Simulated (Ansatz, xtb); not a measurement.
**Two structures of CH4GaLi**

Structure X is a singlet given by its coordinates and structure Y is a singlet given by its coordinates. Both are isolated molecules in the gas phase, relaxed with PBE0-D3(BJ)/def2-SVP.

X (Å):

```xyz
7

C    -0.0084    0.0045    0.9960
Ga   -0.6190   -0.6664   -1.0174
Li    1.4009    0.4096   -0.5352
H     0.9236    0.5215    1.3357
H    -2.0389   -1.2727   -0.5472
H    -0.8296    0.6616    1.3322
H    -0.0671   -0.9032    1.6219
```

Close contacts (Å): C1–Ga2 2.21, C1–Li3 2.12, Ga2–Li3 2.34, C1–H4 1.12, C1–H6 1.10, C1–H7 1.10, Ga2–H5 1.61, Li3–H4 1.93.

Y (Å):

| atom | x (Å) | y (Å) | z (Å) |
| --- | --- | --- | --- |
| C | -0.1122 | 0.7707 | 1.1255 |
| Ga | 0.2093 | 0.1306 | -0.6291 |
| Li | -2.0317 | 1.2742 | 1.2408 |
| H | 0.4141 | 1.7066 | 1.3865 |
| H | 0.0034 | 0.0186 | 1.9269 |
| H | -0.0674 | -1.3817 | -1.0248 |
| H | 0.5422 | 1.1193 | -1.8258 |

Close contacts (Å): C1–Ga2 1.90, C1–Li3 1.99, Ga2–Li3 3.13, C1–H4 1.11, C1–H5 1.11, Ga2–H6 1.59, Ga2–H7 1.59.

Estimate which is lower in electronic energy at CCSD(T)/def2-TZVPP, and by roughly how much.

Too close to call at this level: CCSD(T)/def2-TZVPP gives E(Y) − E(X) = +0.32 kcal/mol.

Level by level:

```
               level              geometry  E(Y) − E(X) (kcal/mol)  departure from the last row (kcal/mol)  job, with rough time for the two
PBE0-D3(BJ)/def2-SVP  PBE0-D3(BJ)/def2-SVP                     +3.64                                   +3.32                optimisation, 81 s
       HF/def2-TZVPP  PBE0-D3(BJ)/def2-SVP                     +3.16                                   +2.85           part of the CCSD(T) run
      MP2/def2-TZVPP  PBE0-D3(BJ)/def2-SVP                     −2.55                                   −2.87           part of the CCSD(T) run
  CCSD(T)/def2-TZVPP  PBE0-D3(BJ)/def2-SVP                     +0.32                                                        single point, 91 s
```

The largest departure from CCSD(T)/def2-TZVPP is that of PBE0-D3(BJ)/def2-SVP, 3.32 kcal/mol. Levels run at GFN2-xTB geometries aren't shown.

With harmonic frequencies from PBE0-D3(BJ)/def2-SVP (ideal gas, rigid rotor, one conformer each, 600 K, 1 atm): on the last row, ΔE + ΔZPE = −2.01, ΔH = −1.85, ΔG = −2.09 kcal/mol.

The correlated steps freeze 10 core orbitals; the filled d shell of Ga is correlated; the last core shell of Li is correlated, in a basis made for valence electrons. Programs: Ansatz 0.2.0; the last row on 1 thread of Arm Neoverse V1 on a shared host.
